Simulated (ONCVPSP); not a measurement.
iridium (Ir): variants of one ONCV potential

Base potential:

```
Element                 : iridium
Generator               : ONCVPSP 4.0.1
Type                    : optimised norm-conserving Vanderbilt (ONCV)
Functional              : LDA (Perdew-Wang 92)
Relativity              : scalar-relativistic
Frozen core             : [Kr] 4d10 4f14
Valence charge          : 17
Reference configuration : 5s2 5p6 5d7 6s2
Partial waves           : 5s+6s: rc 1.90 bohr, ncon 4, nbas 7, qcut 7.3 1/bohr, 3 projectors, debl 1.9 Ha; 5p: rc 1.10 bohr, ncon 4, nbas 7, qcut 6.8 1/bohr, 2 projectors, debl 3.5 Ha; 5d: rc 1.65 bohr, ncon 5, nbas 9, qcut 6.3 1/bohr, 2 projectors, debl 2.2 Ha
Local potential         : polynomial inside 1.10 bohr (lpopt 3, dvloc0 0 Ha)
Core correction         : Teter function, fcfact 1.75, rcfact 1.15
```

Cutoffs, loose and tight: the cutoffs (Ha) at which the residual kinetic energy of the hardest occupied pseudo-wave falls to 1 and 0.1 mHa per electron. They do not see the model core or the augmentation charge, which bear on the density cutoff. Test errors are all-electron minus pseudo excitation energies from the reference, over the configurations 5s2 5p6 5d7 6s1; 5s2 5p6 5d7 6s0; 5s2 5p6 5d6 6s0; 5s2 5p6 5d8 6s1. A dash means not determined; rows that change the core or the reference have their own tests.

| change | outcome | cutoff, loose | cutoff, tight | bound ghosts | GHOST(+) flags above zero | largest test error (meV) |
| --- | --- | --- | --- | --- | --- | --- |
| base | generated | 104 Ha | 124 Ha | none | s | -24 |
| functional LDA (Perdew-Zunger) | generated | 104 Ha | 124 Ha | none | s | -24 |
| p: debl 3.55 | generated | 104 Ha | 124 Ha | none | s | -24 |
| s: ncon 3, nbas 6 | generated | 104 Ha | 124 Ha | none | s | -25 |
| s: qcut 9.8 | generated | 104 Ha | 124 Ha | none | s | -20 |
| local potential polynomial inside 1.10 bohr (lpopt 3, dvloc0 8 Ha) | generated | 104 Ha | 124 Ha | none | s | -24 |
| s: qcut 9.1 | generated | 104 Ha | 124 Ha | none | s | -21 |
| d: nproj 3 | generated | 104 Ha | 124 Ha | none | s | -24 |
| core correction Teter function, fcfact 1.75, rcfact 1.46 | generated | 104 Ha | 124 Ha | none | s | -25 |
